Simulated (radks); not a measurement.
Results of a calculation; reference values are marked as such.
Correlation energies from several functionals, in hartree. Species: Bi [Hg] 6p3; Gd3+ [Xe] 4f7; K [Ar] 4s1. Code: a radial shooting solver on a logarithmic mesh with Libxc functionals. Model: non-relativistic Kohn-Sham, r2SCAN, spin-polarised, spherical densities, point nucleus; meta-GGA in the generalised Kohn-Sham scheme. Every spin shell is full or empty, so the densities are truly spherical. Functionals are evaluated on that one density, not self-consistently.

PW92: Bi -8.6281; Gd3+ -6.1722; K -1.4888
VWN5: Bi -8.6633; Gd3+ -6.1986; K -1.4956
Wigner: Bi -4.4162; Gd3+ -3.2262; K -0.94719
PBE: Bi -5.0937; Gd3+ -3.5212; K -0.73192
PW91: Bi -5.4625; Gd3+ -3.7969; K -0.80020
OP (B88): Bi -4.3852; Gd3+ -3.1519; K -0.75276
TPSS: Bi -5.0894; Gd3+ -3.5223; K -0.73466
B95: Bi -6.3087; Gd3+ -4.3611; K -0.85512
Tao-Mo: Bi -4.9783; Gd3+ -3.4263; K -0.67620
